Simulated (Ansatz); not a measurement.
NbF5⁻. Total charge -1; doublet. Geometry r2SCAN-D4/def2-SVPD; atoms count from 1.

```tsv
atom	x (Å)	y (Å)	z (Å)
Nb1	-0.0313	-0.0320	0.0276
F2	-1.0240	1.5166	0.7804
F3	0.9089	-1.6329	-0.6819
F4	-1.1807	-1.1906	1.0036
F5	1.6353	0.7127	0.6267
F6	-0.3083	0.6262	-1.7563
```

In the def2 sets Nb takes a core potential; there is no spin–orbit coupling.

(1) Estimate the Mulliken populations from the PBE0/def2-TZVPD orbitals of Ansatz.

(2) Where does the spin sit?

(3) And the Mayer bond orders between heavy atoms (over 0.3)?

Results:

(1) 
```csv
atom,charge (e),spin (α − β),d electrons
Nb1,2.44,1.00,2.40
F2,-0.73,0.01,–
F3,-0.73,0.01,–
F4,-0.64,-0.02,–
F5,-0.68,0.00,–
F6,-0.68,0.00,–
```
Mulliken values depend strongly on the basis. With diffuse functions, as here, like atoms can get unlike values, and bond orders can come out too low or too high.

(2) Summed by element: Nb 1.00, F 0.00, of 1 unpaired in all. Largest on single atoms: Nb1 1.00, F4 -0.02, F2 0.01.

(3) Nb1–F2 0.45 (1.99 Å); Nb1–F3 0.45 (1.99 Å); Nb1–F4 0.56 (1.90 Å); Nb1–F5 0.51 (1.92 Å); Nb1–F6 0.51 (1.92 Å).
